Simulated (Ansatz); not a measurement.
VH2Cl2. The state is a doublet with charge 0. Geometry PBE-D4/def2-TZVP; atoms count from 1.

```xyz
5

V    -0.057    0.077   -0.022
H     1.550   -0.112   -0.156
H    -0.445   -1.381    0.578
Cl   -0.758    0.017   -2.030
Cl   -0.290    1.398    1.631
```

No other spin state of charge 0 was run.

Estimate the Mulliken populations from the PBE0/def2-TZVP orbitals of Ansatz.


```csv
atom,charge (e),spin (α − β),d electrons
V1,0.74,1.28,3.35
H2,-0.04,-0.09,–
H3,-0.04,-0.09,–
Cl4,-0.32,-0.05,–
Cl5,-0.32,-0.05,–
```
Mulliken values and Mayer orders depend strongly on the basis.

Where does the spin sit?

Summed by element: V 1.28, H -0.18, Cl -0.10, of 1 unpaired in all. Largest on single atoms: V1 1.28, H3 -0.09, H2 -0.09.

And the Mayer bond orders between bonded heavy atoms (over 0.3)?

V1–Cl4 1.14 (2.13 Å); V1–Cl5 1.14 (2.13 Å).
